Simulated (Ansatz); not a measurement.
Isolated molecules relaxed with PBE0-D4/def2-TZVP in Ansatz; ΔE leaves out vibrations. CBS: MP2 limit from def2 TZ/QZ plus the TZ coupled-cluster correction, frozen cores. DFT in def2-TZVPP. def2 core potentials past Kr. For In, Se outer-core shells are correlated without core-valence functions, which leaves a few kJ/mol of doubt a bond. Scalar relativity is left out up to krypton. Each species was taken in one conformer, which may not be the lowest.

`C=[C](F)[InH2]` + H₂Se → `C=C(F)[SeH]` + `[InH3]`  (substitution at a C–In bond)

**Question.** Is it downhill or uphill in electronic energy at CCSD(T)/CBS, and by how much? (An estimate is asked.)

**Answer.** Computed: Uphill: ΔE = +37.6 kJ/mol.

**Question.** What do these levels give: revPBE-D4, PBE0-D4, CAM-B3LYP-D4, ωB97X-V, BLYP, r2SCAN, LC-ωPBE, HF/def2-SVP, SCS-MP2/def2-TZVPP, HF/def2-QZVPP, SCS-MP2/def2-QZVPP, HF/CBS(def2)? (An estimate is asked.)

**Answer.** Computed: revPBE-D4 23.1, PBE0-D4 26.9, CAM-B3LYP-D4 30.7, ωB97X-V 30.3, BLYP 31.9, r2SCAN 27.5, LC-ωPBE 29.2, HF/def2-SVP 34.6, SCS-MP2/def2-TZVPP 33.0, HF/def2-QZVPP 34.8, SCS-MP2/def2-QZVPP 34.7, HF/CBS(def2) 34.8 kJ/mol.

**Question.** What do rigid-rotor, harmonic-oscillator terms from PBE0-D4/def2-TZVP frequencies (298.15 K, 1 bar) make of the CCSD(T)/CBS value? (An estimate is asked.)

**Answer.** Ansatz gave: ΔZPE = -0.2 kJ/mol, ΔH = +35.5 kJ/mol, ΔS = -16 J/(mol·K), ΔG = +40.3 kJ/mol.

Largest T1 diagnostic among the species: 0.014.

Leaving LDA and LC-ωPBE aside and taking each functional with its dispersion term where it has one, the values, not all of them listed here, spread over 12.4 kJ/mol, from B97M-V to B2PLYP. LDA lies −5.9 kJ/mol from PBE without D4.
